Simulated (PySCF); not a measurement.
Compound: C5H3F2N.
Z-matrix (Å and degrees, GFN2-xTB geometry), rows numbered from 1:
```
C 
C   1  1.3292
F   2  1.3445  1  120.32
C   2  1.4546  1  125.39  3  -180.00
F   4  1.3446  2  113.43  1    -0.03
C   4  1.3413  2  128.30  1   179.97
C   6  1.4040  4  124.82  2     0.01
N   7  1.1463  6  176.52  4  -179.75
H   1  1.0739  2  120.77  3   180.00
H   1  1.0744  2  120.67  3     0.00
H   6  1.0820  4  119.38  2   179.99
```

The calculation used CAM-B3LYP/def2-SVPD in PySCF (dipole) on a GFN2-xTB geometry, gas phase.

Masses are those of the commonest isotopes; rigid-rotor values at the optimised geometry. The values belong to one conformer with, in the numbering `[CH2:1]=[C:2]([F:3])/[C:4]([F:5])=[CH:6]\[C:7]#[N:8]`, C1–C2–C4–F5 0°.

**Question.** What are A, B and C (MHz)?

**Answer.** Ia = 149.67, Ib = 299.69, Ic = 449.36 u·Å²; 505379 MHz·u·Å²/I gives A = 3377, B = 1686, C = 1125 MHz.

**Question.** Classify the top.

**Answer.** An asymmetric top: κ = (2 × 1686 − 3377 − 1125)/(3377 − 1125) = -0.50.

**Question.** Is it planar, by Δ = Ic − Ia − Ib?

**Answer.** Planar: Δ = Ic − Ia − Ib = 0.00 u·Å². For a rigid frame Δ = −2 Σ m c², so it vanishes when all atoms lie in the ab plane; here none is more than 0.01 Å from it.

**Question.** Which lines would a microwave search look for?

**Answer.** The dipole components are |μa| = 4.00 D, |μb| = 1.44 D, |μc| = 0.00 D; the mirror of this Cs structure is the ab plane, so μc vanishes by symmetry and there are no c-type lines. The squared components, which scale the intensities, stand as 1.00 : 0.13 (a : b). Some lines, for components of 0.1 D or more:

```
type  branch         J(Ka,Kc)    MHz  lower level (cm⁻¹)
   a       Q  3(2,1) ← 3(2,2)    560               0.826
   a       R  1(0,1) ← 0(0,0)   2811               0.000
   b       Q  2(1,1) ← 2(0,2)   2932               0.277
   a       Q  3(1,2) ← 3(1,3)   3354               0.570
   b       R  3(1,2) ← 2(2,1)   4122               0.544
   b       Q  3(1,2) ← 3(0,3)   4133               0.544
   b       R  1(1,1) ← 0(0,0)   4501               0.000
   a       R  2(1,2) ← 1(1,1)   5060               0.150
   b       Q  2(2,0) ← 2(1,1)   5189               0.375
   a       R  2(1,1) ← 1(1,0)   6184               0.169
   b       R  2(1,2) ← 1(0,1)   6751               0.094
   b       Q  2(2,1) ← 2(1,2)   6756               0.319
   a       R  3(1,3) ← 2(1,2)   7523               0.319
   b       Q  3(2,2) ← 3(1,3)   7666               0.570
   b       R  3(1,3) ← 2(0,2)   8770               0.277
   a       R  3(2,1) ← 2(2,0)   8875               0.548
   b       Q  3(3,0) ← 3(2,1)   9378               0.844
   b       R  2(2,0) ← 1(1,1)  11934               0.150
```

**Question.** Estimate the classical rotational partition function at 50 K, 100 K and 200 K.

**Answer.** Point group Cs, symmetry number σ = 1; q = (√π/σ)·√((kT/h)³/(ABC)), k/h = 20836.6 MHz/K: 23600 at 50 K, 66600 at 100 K, 188000 at 200 K.

Stationary, but not proved a minimum. Constants of a rigid frame at the computed geometry: no zero-point averaging, no centrifugal distortion. Quadrupole hyperfine structure (14N) is left out.
